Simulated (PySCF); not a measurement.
# Ru²⁺ (ruthenium, charge +2) across methods

[Kr] 4d5 5s1, high-spin 7S determinant (an excited configuration). Calculation: PySCF 2.14, in aug-cc-pwCVDZ-PP with ECP28MDF (6s6p5d3f, 70 functions); scalar relativity through the core potential.

```tsv
method	E (hartree)	mean ε 4p β (eV)	mean ε 4d α (eV)	mean ε 5s α (eV)	Σ⟨r²⟩ (bohr²)	⟨S²⟩
M06-2X	-93.3555	-73.003	-32.863	-23.168	31.66	12.000
r2SCAN0	-93.5057	-71.089	-31.536	-22.631	31.57	12.000
CAM-B3LYP	-93.4280	-72.121	-32.339	-23.530	31.70	12.000
PBE0	-93.4786	-70.602	-31.095	-22.365	31.66	12.000
wB97M-V	-93.3987	-73.478	-33.423	-24.339	31.70	12.000
PBE	-93.4829	-68.106	-29.058	-21.630	31.73	12.000
r2SCAN	-93.5356	-68.878	-29.662	-21.907	31.58	12.000
UHF	-92.94500	-76.598	-36.424	-24.122	31.78	12.000
```

Question: Estimate the same row for LDA.

Answer: E (hartree) = -93.2562; mean ε 4p β (eV) = -68.123; mean ε 4d α (eV) = -29.110; mean ε 5s α (eV) = -21.978; Σ⟨r²⟩ (bohr²) = 31.87; ⟨S²⟩ = 12.000.

Energies and moments cover only the electrons outside the core potential.
